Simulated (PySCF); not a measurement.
FH3OSe2Si.

```xyz
8

O     -0.6554    -0.7430     1.9152
Si    -0.5447    -0.2968     0.3322
F     -1.9548    -0.6371    -0.3983
Se     1.1884    -1.4126    -0.5349
Se    -0.3087     1.9069    -0.0491
H     -1.3874    -0.3702     2.4210
H      0.9780    -2.5510     0.3667
H      0.9614     1.9453     0.6834
```

Geometry: ωB97X-D3(BJ)/def2-SVP. Other conformers were not sampled.

Method: PBE0/pcSseg-1 in PySCF. Non-relativistic, no solvent.

### Question
Give the absolute GIAO shielding of each atom: isotropic value and principal components (ppm). (Estimate from the structure and the level; the computed values follow.)

### Answer

| atom | σ(iso) | σ11 | σ22 | σ33 | span |
|---|---|---|---|---|---|
| O1 | 232.3 | 200.5 | 218.2 | 278.2 | 77.7 |
| Si2 | 330.7 | 299.8 | 309.1 | 383.1 | 83.3 |
| F3 | 277.5 | 223.2 | 269.5 | 339.9 | 116.8 |
| Se4 | 2066.4 | 1738.0 | 1980.7 | 2480.6 | 742.6 |
| Se5 | 2028.6 | 1819.7 | 1943.0 | 2323.1 | 503.3 |
| H6 | 28.6 | 21.2 | 22.8 | 41.9 | 20.7 |
| H7 | 29.5 | 19.4 | 24.8 | 44.2 | 24.8 |
| H8 | 30.2 | 20.4 | 26.6 | 43.6 | 23.2 |
